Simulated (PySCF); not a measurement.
```xyz
7
charge 0 multiplicity 3, angstrom
Cu    0.0000    0.0000   -0.0353
O     1.7421   -0.3194   -0.0065
O    -0.5945    1.6684   -0.0065
O    -1.1477   -1.3490   -0.0065
H     2.1210   -0.3889    0.8761
H    -0.7237    2.0313    0.8761
H    -1.3973   -1.6424    0.8761
```

Method: UPBE0/[Cu def2-TZVP, O def2-TZVP, H def2-TZVP], no relativity, density fitting, PySCF.

This geometry of Cu(OH)3 is a stationary point at this level.

(1) What is the point group?

(2) Is it a minimum?

(3) What are the dipole moment and the gap between the highest occupied and lowest empty levels of either spin?

(4) Give the atomic charges and bond orders.

## Answers

(1) C3v.

(2) Yes: all harmonic wavenumbers are real.

(3) 3.88 D and 3.39 eV.

(4) 
```json
{"atom": "Cu1", "Mulliken": "0.76", "Löwdin": "0.29", "polar tensor": "1.03", "spin (Mulliken)": "0.73", "Mayer order to Cu1": "–"}
{"atom": "O2,3,4", "Mulliken": "-0.57", "Löwdin": "-0.26", "polar tensor": "-0.62", "spin (Mulliken)": "0.43", "Mayer order to Cu1": "0.91"}
{"atom": "H5,6,7", "Mulliken": "0.32", "Löwdin": "0.16", "polar tensor": "0.28", "spin (Mulliken)": "-0.01", "Mayer order to Cu1": "0.02"}
```
Other Mayer orders above 0.3: O–H 0.89 (×3).

This need not be the most stable arrangement of these atoms. With open d or f shells other occupations or spin states may lie lower. At this level a singlet minimum of C1 symmetry lies 14 kJ/mol below this structure.
